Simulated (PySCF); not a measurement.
**ECD: `CN[C@@H](C)[C@H](C)[SiH3]`, C5H15NSi**

Geometry (Å), atoms numbered from 1 in this order:
```xyz
22

C    -1.9859   -1.4471    0.8068
N    -0.7031   -1.0169    0.2946
C    -0.4980    0.4217    0.2467
C    -0.2618    1.0575    1.6224
C     0.6482    0.7367   -0.7269
C     0.2020    0.4323   -2.1569
Si    2.2845   -0.1783   -0.3660
H    -2.0475   -2.5320    0.7237
H    -2.1763   -1.1719    1.8550
H    -2.7730   -1.0093    0.1916
H     0.0437   -1.4440    0.8349
H    -1.4208    0.8507   -0.1698
H    -1.1169    0.8891    2.2743
H    -0.1177    2.1307    1.5248
H     0.6219    0.6317    2.0927
H     0.8382    1.8141   -0.6569
H    -0.0894   -0.6118   -2.2347
H     1.0042    0.6251   -2.8663
H    -0.6543    1.0461   -2.4363
H     2.1791   -1.5979   -0.7024
H     2.6858   -0.0472    1.0393
H     3.3267    0.4403   -1.1914
```

The calculation used PySCF 2.14.0, TDDFT CAM-B3LYP/def2-SVPD circular dichroism and optical rotation, one conformer, gas phase. Geometry: GFN2-xTB.

The molecule is flexible and this is one conformer; a measurement averages over conformers. States above about 7.8 eV (minus the energy of the highest occupied orbital) lie near or above the ionisation threshold and depend on the basis.

(1) What are the CIP labels of the stereocentres?

(2) Which excitations and rotatory strengths does the calculation give?

Answers

(1) C3 S, C5 S.

(2) Rotatory strengths R in 10⁻⁴⁰ esu² cm², velocity form and length form (origin at the centre of mass); f in length form.
| state | E (eV) | λ (nm) | f | R (velocity) | R (length) | main |
| --- | --- | --- | --- | --- | --- | --- |
| 1 | 6.03 | 206 | 0.001 | +0.7 | +0.4 | HOMO→LUMO 0.66, HOMO→LUMO+2 0.12 |
| 2 | 6.69 | 185 | 0.004 | -9.4 | -9.8 | HOMO→LUMO+3 0.56, HOMO→LUMO+1 0.14 |
| 3 | 6.97 | 178 | 0.007 | +6.2 | +6.4 | HOMO→LUMO+2 0.56, HOMO→LUMO+1 0.20 |
| 4 | 7.31 | 170 | 0.003 | -5.4 | -5.5 | HOMO→LUMO+1 0.34, HOMO→LUMO+2 0.17 |
| 5 | 7.32 | 169 | 0.011 | +16.2 | +16.5 | HOMO→LUMO+4 0.47, HOMO→LUMO+3 0.20 |
| 6 | 7.51 | 165 | 0.004 | -2.6 | -2.8 | HOMO→LUMO+5 0.55, HOMO→LUMO+1 0.20 |
| 7 | 7.68 | 161 | 0.004 | -7.6 | -7.0 | HOMO→LUMO+6 0.60, HOMO→LUMO+5 0.13 |
| 8 | 7.95 | 156 | 0.004 | -17.8 | -18.6 | HOMO−1→LUMO 0.74, HOMO−1→LUMO+2 0.13 |

Among the states computed, the strongest CD band (largest |R|) is state 8. The largest dissymmetry factor in size, g = 4R/(D+G), with D and G the electric and magnetic dipole strengths, is -0.053 for state 8 (velocity form, f = 0.004), among bands with |R| over 0.5. The mirror image has the same energies and oscillator strengths and all R with the opposite sign.
